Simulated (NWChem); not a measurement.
System: AlGeH$_{5}$; SMILES [AlH2][GeH3]

Computed with NWChem. Pople sets run with spherical d functions. The geometry was optimised at B3LYP/6-31G* (spherical d). Ions are spin-unrestricted doublets at the neutral geometry; other ion states weren't tried. Functional: LC-ωPBE (HJS hole) with 6-31G*; the question gives the range parameter ω in 1/bohr.

Task: Predict the results for range parameter (1/bohr) 0.40. Quantities: vertical ionisation energy, ΔSCF (eV); −ε(HOMO) (eV).

Result: The vertical ionisation energy, ΔSCF (eV) is 11.34 and the −ε(HOMO) (eV) comes out as 10.13.
